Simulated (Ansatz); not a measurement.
Calculated with Ansatz (gas phase, PBE0-D4/def2-TZVP geometries, no zero-point term in ΔE). CCSD(T)/CBS is the MP2 limit (def2-TZVPP, def2-QZVPP) plus CCSD(T) − MP2 in def2-TZVPP, frozen cores. Functionals use def2-TZVPP. B3LYP here is the variant with VWN-RPA as its local correlation; programs differ in this. For Se outer-core shells are correlated without core-valence functions, which leaves a few kJ/mol of doubt a bond. Scalar relativity is left out up to krypton. One conformer a species, not always the lowest.

`N[SiH2]C[SeH]` + `NB(F)F` → `NB(F)[SeH]` + `N[SiH2]CF`  (redistribution)

`N[SiH2]C[SeH]`:

Cartesian coordinates in Å:
```
N -0.456 0.924 -1.395
Si 0.710 0.020 -0.522
C -0.195 -1.110 0.663
Se -1.274 -0.040 1.901
H -1.129 1.475 -0.884
H -0.209 1.356 -2.270
H 1.667 0.813 0.311
H 1.504 -0.745 -1.523
H -0.919 -1.723 0.123
H 0.459 -1.769 1.235
H -0.158 0.800 2.361
```

`NB(F)F`:

```xyz
6

N     0.227    0.659    0.268
B    -0.196   -0.570   -0.232
F     0.624   -1.615   -0.274
F    -1.434   -0.740   -0.685
H    -0.377    1.459    0.309
H     1.157    0.807    0.615
```

`NB(F)[SeH]`:

```xyz
7

N     0.087    0.225   -1.205
B    -0.230   -0.115    0.107
F    -1.419   -0.663    0.372
Se    1.039    0.194    1.579
H     0.958    0.640   -1.482
H    -0.560    0.067   -1.959
H     0.126   -0.347    2.589
```

`N[SiH2]CF`:

```xyz
10

N    -0.236    1.519   -0.500
Si    0.706    0.130   -0.136
C    -0.445   -1.148    0.649
F    -1.473   -1.449   -0.249
H     0.216    2.392   -0.715
H    -1.072    1.404   -1.052
H     1.374   -0.526   -1.298
H     1.757    0.521    0.842
H     0.077   -2.079    0.892
H    -0.903   -0.764    1.567
```

```tsv
level	ΔE (kcal/mol)	difference from CCSD(T)/CBS
PBE-D4	35.5	-3.6
r2SCAN-D4	37.4	-1.7
PBE0-D4	37.3	-1.8
ωB97M-V	38.0	-1.1
B2PLYP	38.1	-1.0
PBE	34.7	-4.4
PBE0	36.6	-2.5
B3LYP	36.1	-3.0
HF/def2-TZVPP	38.8	-0.3
MP2/def2-TZVPP	41.4	2.3
SCS-MP2/def2-TZVPP	40.1	1.0
CCSD(T)/def2-TZVPP	39.5	0.4
HF/def2-QZVPP	39.0	-0.1
MP2/def2-QZVPP	41.2	2.1
SCS-MP2/def2-QZVPP	40.0	0.9
MP2/CBS(def2)	41.0	1.9
CCSD(T)/CBS	39.1	0
```

Largest T1 diagnostic among the species: 0.011.

In def2-TZVPP, CCSD(T) changes the Hartree–Fock value by +0.7 kcal/mol (the triples alone add −0.0 kcal/mol) and MP2 by +2.6 kcal/mol. The D4 term adds +1.3 kcal/mol with B3LYP and +0.7 kcal/mol with PBE0; it sums over pairs of atoms, weighted by their polarisabilities, and B3LYP, whose exchange is more repulsive, gets the larger term. From PBE to PBE0 (25 % exact exchange), in def2-TZVPP and without D4, ΔE moves by +1.8 kcal/mol.
